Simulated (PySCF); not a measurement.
Nb(S)(OH)(NH2)2 (H₅N₂NbOS), SMILES [NH2][Nb]([NH2])([OH])=[S], multiplicity 1.

Coordinates come from a B3LYP-D3(BJ)/def2-SVP optimisation. The spin state was assumed, not searched. The structure was generated by enumeration; whether it is a known compound was not checked. The def2 effective core potentials stand for the cores of Nb; spin–orbit coupling is left out. Other conformers were not sampled.

The numbers are results of B3LYP-D3(BJ)/def2-SVP in PySCF, not measurements.

Frequencies are harmonic and unscaled.

Computed normal modes with their intensities:
| mode | ν (cm⁻¹) | IR (km/mol) | Raman (Å⁴/amu) | depolarisation | moving atoms (share of kinetic energy) |
|---|---|---|---|---|---|
| 1 | 122 | 1.9 | 4.7 | 0.75 | H 58 %, N 22 %, S 14 % |
| 2 | 150 | 2.5 | 5.6 | 0.75 | O 30 %, S 30 %, H 17 %, Nb 14 %, N 9 % |
| 3 | 159 | 27.7 | 4.3 | 0.75 | H 53 %, Nb 15 %, N 13 %, O 10 %, S 9 % |
| 4 | 192 | 9.2 | 3.2 | 0.46 | N 37 %, O 23 %, H 23 %, Nb 12 % |
| 5 | 199 | 4.7 | 4.3 | 0.71 | N 60 %, H 26 %, Nb 10 % |
| 6 | 224 | 0.7 | 2.6 | 0.75 | H 53 %, N 24 %, O 15 % |
| 7 | 273 | 81.7 | 1.8 | 0.75 | H 56 %, O 31 % |
| 8 | 327 | 0.4 | 0.5 | 0.75 | H 95 % |
| 9 | 440 | 109.9 | 0.8 | 0.75 | H 79 %, N 21 % |
| 10 | 457 | 210.1 | 1.9 | 0.75 | H 78 %, O 19 % |
| 11 | 489 | 208.0 | 2.5 | 0.68 | H 74 %, N 24 % |
| 12 | 520 | 7.7 | 10.4 | 0.07 | H 43 %, S 41 %, N 8 % |
| 13 | 539 | 1.3 | 0.9 | 0.75 | H 81 %, N 18 % |
| 14 | 604 | 37.8 | 16.9 | 0.06 | H 35 %, S 31 %, N 15 %, Nb 14 % |
| 15 | 683 | 158.0 | 3.9 | 0.75 | N 65 %, Nb 22 %, H 13 % |
| 16 | 684 | 93.5 | 20.2 | 0.10 | N 70 %, H 14 %, Nb 14 % |
| 17 | 722 | 130.9 | 3.2 | 0.27 | O 68 %, Nb 20 %, H 11 % |
| 18 | 1496 | 37.6 | 13.6 | 0.75 | H 89 %, N 11 % |
| 19 | 1499 | 20.7 | 14.2 | 0.29 | H 89 %, N 11 % |
| 20 | 3527 | 95.0 | 99.1 | 0.75 | H 96 % |
| 21 | 3530 | 52.7 | 285.3 | 0.06 | H 96 % |
| 22 | 3626 | 24.3 | 67.1 | 0.75 | H 92 %, N 8 % |
| 23 | 3626 | 43.8 | 65.6 | 0.73 | H 92 %, N 8 % |
| 24 | 3883 | 231.9 | 140.0 | 0.28 | H 94 % |
